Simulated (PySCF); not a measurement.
## GeC⁺: from constants to spectrum

UHF-CCSD(T) constants of GeC⁺, ⁴Σ⁻ (quartet), unpaired electrons σ ↑, π ↑↑ (PySCF, no relativity, basis sets Ge def2-SVPD, C def2-SVPD; masses 73.9212 and 12.0000 u):

* ωe: 693.3 cm⁻¹
* ωexe: 4.1 cm⁻¹
* Be: 0.44239 cm⁻¹
* αe: 0.00354 cm⁻¹
* De to Ge⁺ + C: 2.93 eV

Problem. What force constant and bond length do these constants imply?

Solution. Reduced mass μred = 10.324 u; k = 5.8918×10⁻⁷·μred·ωe² (u, cm⁻¹, mdyn/Å) = 2.92 mdyn/Å; Re = √(16.8576/(μred·Be)) (u, cm⁻¹, Å) = 1.921 Å.

Problem. Estimate the centrifugal constant D from the Kratzer relation and find the Dunham coefficient a1.

Solution. D = 4Be³/ωe² = 7.2e-07 cm⁻¹; a1 = −1 − αeωe/(6Be²) = -3.09.

Correlated steps freeze 10 core orbitals. Correlated levels converge slowly with the basis: in double zeta they bind strong bonds too weakly, by up to about 1 eV, and carry superposition errors of some tenths. Spin–orbit coupling is left out. For an ion De counts to the pair picked by the measured ionisation energies or electron affinities, which need not be the lowest pair at this level. The state was picked by a PBE0 search and need not be the measured ground state.
